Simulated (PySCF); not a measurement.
# Working out the excitation energy of O

O [He] 2s2 2p4 (3P) → O [He] 2s1 2p5 (3P). Computed with PySCF 2.14 in def2-TZVPPD, with the non-relativistic Hamiltonian (point nucleus). Frozen: nothing. Energies in hartree (1 hartree = 27.21139 eV):

```csv
part,O (lower),O (upper)
UHF,-74.815953,-74.196659
MP2 opposite-spin,-0.123660,-0.151172
MP2 same-spin,-0.036897,-0.042090
```

**Question.** What does Hartree-Fock give?

**Answer.** (-74.196659) − (-74.815953) = 0.619294 hartree = 16.852 eV.

**Question.** What do MP2 and SCS-MP2 (6/5 opposite-spin, 1/3 same-spin) give?

**Answer.** The opposite-spin parts differ by -0.749 eV and the same-spin parts by -0.141 eV. MP2: 16.852 + (-0.749) + (-0.141) = 15.962 eV. SCS-MP2: 16.852 + 1.2 × (-0.749) + (-0.141)/3 = 15.906 eV.

The upper state lies above the first ionisation limit, where it may autoionise and the basis confines it.
